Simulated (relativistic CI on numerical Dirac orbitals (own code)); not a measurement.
# Nb2+: L2,3 absorption edge

Computed with this model: Dirac-Coulomb-Breit CI, KLI orbitals optimised for each configuration, model QED, valence Slater integrals scaled by 0.8, multiplet model of core-to-valence dipole absorption; configurations [Kr] 4d3 → [He] 2s2 2p5 3s2 3p6 3d10 4s2 4p6 4d4; 300 K; Lorentzian 2.4 eV and Gaussian 0.5 eV FWHM. Energies are those of the free ion, without screening or charge transfer. The branching ratio is the share of the lower-energy edge in the whole absorption, uncertain by about 0.02 where the edges overlap. S is read from ⟨S²⟩ = S(S + 1).

Field parameters in Wybourne normalisation: D3d B²₀ = −7Dσ, B⁴₀ = −14Dq − 21Dτ, B⁴₃ = −14√(10/7) Dq; D4h B²₀ = −7Ds, B⁴₀ = 21(Dq − Dt), B⁴₄ = 21√(5/14) Dq; Oh B⁴₀ = 21Dq, B⁴₄ = √(5/14) B⁴₀. The field is a parameter set, without covalency.

Case D4h, 10Dq = 19050, Ds = 1120, Dt = 510 cm⁻¹, the dichroism is that of the ground state at zero temperature, magnetised by exchange field 10 meV on Sz. The dichroism I(Δm = −1) − I(Δm = +1), over the sum of the three polarisations, integrates to -0.0436 on the lower edge and 0.0476 on the upper edge. The branching ratio is 0.691.

Use the orbital sum rule with 7 holes to get ⟨Lz⟩.

For a p → d edge ⟨Lz⟩ = 2 × n_h × (sum of both integrals) in this sign convention = 0.06; the ground state itself has ⟨Lz⟩ = 0.10 and ⟨Sz⟩ = -1.50. The rule assumes one radial integral for both edges, which relativistic orbitals only approach.
